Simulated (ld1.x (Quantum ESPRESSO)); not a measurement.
## Sn: TM pseudisation with PBE, scalar-relativistic reference atom.

| Quantity | Value |
| --- | --- |
| Element | Sn |
| Generator | ld1.x (Quantum ESPRESSO) 7.5 |
| Type | norm-conserving Troullier–Martins (Kleinman–Bylander form) |
| Functional | PBE |
| Relativity | scalar-relativistic |
| Frozen core | [Kr] 4d10 |
| Valence charge | 4 |
| Reference configuration | 5s1.5 5p2.5 |
| Partial waves | 5p (bound): rc 2.00 bohr; 5s (bound): rc 2.10 bohr |
| Local potential | the s channel |
| Core correction | a·sin(br)/r model core, default radius (core density twice the valence density) |

* Cutoffs needed: 21 Ry and 40 Ry (the cutoffs (Ry, on a coarse ladder) from which the occupation-weighted sum of valence levels, in a spherical-Bessel basis at the reference potential, stays within 10 and 1 mRy of its value at 400 Ry)
* Ghost test: no extra level below or beside the all-electron valence levels (p, s, d, f tested) (spherical-Bessel basis up to 400 Ry, 20 bohr box)
* Largest excitation error: -42 meV (all-electron minus pseudo) for 5s2 5p0, out of 7 test configurations
